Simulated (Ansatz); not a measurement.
In₅As₆H₁₈, a cluster cut from wurtzite InAs (hydrogen-capped). The state is a doublet with charge 0. Geometry r2SCAN-D4/def2-SVP, that of the charge +1 singlet.

| atom | x (Å) | y (Å) | z (Å) |
| --- | --- | --- | --- |
| As1 | 2.233 | -1.441 | -1.375 |
| In2 | 0.833 | -2.535 | 0.687 |
| In3 | 2.660 | 1.234 | 2.320 |
| As4 | 0.634 | -0.568 | 2.405 |
| As5 | -1.553 | -2.480 | -0.621 |
| In6 | -1.892 | -0.021 | 3.227 |
| In7 | 1.835 | 1.017 | -2.383 |
| As8 | 1.893 | 2.380 | -0.107 |
| As9 | -0.805 | 0.810 | -2.921 |
| In10 | -2.808 | -0.258 | -1.457 |
| As11 | -2.711 | 1.115 | 0.812 |
| H12 | 3.695 | -1.478 | -1.001 |
| H13 | 2.306 | -2.417 | -2.526 |
| H14 | 1.338 | -4.140 | 1.011 |
| H15 | 4.059 | 0.397 | 1.777 |
| H16 | 2.345 | 2.446 | 3.484 |
| H17 | 1.094 | -1.358 | 3.617 |
| H18 | -1.540 | -3.471 | -1.762 |
| H19 | -2.561 | -3.198 | 0.244 |
| H20 | -2.782 | -1.488 | 3.133 |
| H21 | -1.827 | 1.292 | 4.319 |
| H22 | 2.774 | 1.459 | -3.743 |
| H23 | 2.733 | 3.587 | -0.455 |
| H24 | 0.564 | 3.100 | -0.076 |
| H25 | -0.907 | 0.185 | -4.293 |
| H26 | -1.264 | 2.193 | -3.321 |
| H27 | -4.259 | -0.471 | -2.340 |
| H28 | -1.994 | 2.393 | 0.438 |
| H29 | -4.094 | 1.716 | 0.907 |

In the def2 sets In takes a core potential; there is no spin–orbit coupling. Single mean-field runs in def2-TZVP are fitted with def2-universal-jkfit. At PBE-D4/def2-TZVP the gap within one spin of the charge 0 doublet nearly closes, so an electron or hole may be smeared out by delocalisation error.

**Question.** Estimate the α-spin orbital energies around the gap (eV) in Ansatz with PBE-D4/def2-TZVP, PBE0-D4/def2-TZVP, r2SCAN0-D4/def2-TZVP.

**Answer.** 
```json
{"orbital": "HOMO−5", "PBE-D4/def2-TZVP": "-6.62", "PBE0-D4/def2-TZVP": "-7.60", "r2SCAN0-D4/def2-TZVP": "-7.75"}
{"orbital": "HOMO−4", "PBE-D4/def2-TZVP": "-6.48", "PBE0-D4/def2-TZVP": "-7.51", "r2SCAN0-D4/def2-TZVP": "-7.68"}
{"orbital": "HOMO−3", "PBE-D4/def2-TZVP": "-6.34", "PBE0-D4/def2-TZVP": "-7.35", "r2SCAN0-D4/def2-TZVP": "-7.51"}
{"orbital": "HOMO−2", "PBE-D4/def2-TZVP": "-6.33", "PBE0-D4/def2-TZVP": "-7.21", "r2SCAN0-D4/def2-TZVP": "-7.35"}
{"orbital": "HOMO−1", "PBE-D4/def2-TZVP": "-6.11", "PBE0-D4/def2-TZVP": "-7.13", "r2SCAN0-D4/def2-TZVP": "-7.26"}
{"orbital": "HOMO", "PBE-D4/def2-TZVP": "-2.21", "PBE0-D4/def2-TZVP": "-2.42", "r2SCAN0-D4/def2-TZVP": "-2.46"}
{"orbital": "LUMO", "PBE-D4/def2-TZVP": "-2.19", "PBE0-D4/def2-TZVP": "-1.49", "r2SCAN0-D4/def2-TZVP": "-1.39"}
{"orbital": "LUMO+1", "PBE-D4/def2-TZVP": "-2.03", "PBE0-D4/def2-TZVP": "-1.36", "r2SCAN0-D4/def2-TZVP": "-1.24"}
{"orbital": "LUMO+2", "PBE-D4/def2-TZVP": "-2.03", "PBE0-D4/def2-TZVP": "-1.32", "r2SCAN0-D4/def2-TZVP": "-1.21"}
{"orbital": "LUMO+3", "PBE-D4/def2-TZVP": "-1.93", "PBE0-D4/def2-TZVP": "-1.20", "r2SCAN0-D4/def2-TZVP": "-1.09"}
{"orbital": "LUMO+4", "PBE-D4/def2-TZVP": "-1.71", "PBE0-D4/def2-TZVP": "-1.02", "r2SCAN0-D4/def2-TZVP": "-0.91"}
{"orbital": "LUMO+5", "PBE-D4/def2-TZVP": "-1.69", "PBE0-D4/def2-TZVP": "-1.00", "r2SCAN0-D4/def2-TZVP": "-0.90"}
{"orbital": "β HOMO", "PBE-D4/def2-TZVP": "-6.08", "PBE0-D4/def2-TZVP": "-7.09", "r2SCAN0-D4/def2-TZVP": "-7.23"}
{"orbital": "β LUMO", "PBE-D4/def2-TZVP": "-2.12", "PBE0-D4/def2-TZVP": "-1.46", "r2SCAN0-D4/def2-TZVP": "-1.37"}
```
